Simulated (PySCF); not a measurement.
## Towards the basis-set limit for AlCu

State: ¹Σ⁺, singlet, closed shell. De refers to Al + Cu (3d10 4s1). RHF-based CCSD(T) in PySCF 2.14 with Al cc-pV(T+d)Z, Cu cc-pVTZ-PP with ECP10 and Al cc-pV(Q+d)Z, Cu cc-pVQZ-PP with ECP10 (frozen core orbitals: 9; scalar-relativistic core potentials). Correlation energies are extrapolated as n⁻³ (n = 3, 4), Hartree–Fock as (n+1)·exp(−9√n).

```tsv
Level	Re (Å)	ωe (cm⁻¹)	ωexe (cm⁻¹)	αe (cm⁻¹)	De (eV)
CCSD(T)/TZ	2.3418	297.8	1.31	0.00105	2.194
CCSD(T)/QZ	2.3286	297.8	1.32	0.00109	2.264
HF/CBS	2.5785	218.1	n/a	0.000735	0.556
MP2/CBS	2.2754	318.8	n/a	0.00119	2.329
CCSD/CBS	2.3655	276.9	1.11	0.00106	1.966
CCSD(T)/CBS	2.3235	298.8	n/a	0.00112	2.313
```

Q: How much is left between CCSD(T)/QZ and the basis-set limit, and how much do the triples give at the limit?

A: CCSD(T)/CBS less CCSD(T)/QZ: -5.1 mÅ in Re, +1.0 cm⁻¹ in ωe and +0.049 eV in De. CCSD(T)/CBS less CCSD/CBS: -42.0 mÅ in Re, +21.9 cm⁻¹ in ωe and +0.347 eV in De.

The T1 diagnostic is 0.038, large enough to doubt a single reference. The open-shell atoms are computed with UHF. Spin–orbit coupling, excitations beyond (T) and corrections to the Born–Oppenheimer picture are left out.

The whole job (state search and all basis sets along the bond) took about 5.2 min on 4 threads of Intel Xeon 6975P-C (shared host), peak memory 8.2 GiB.
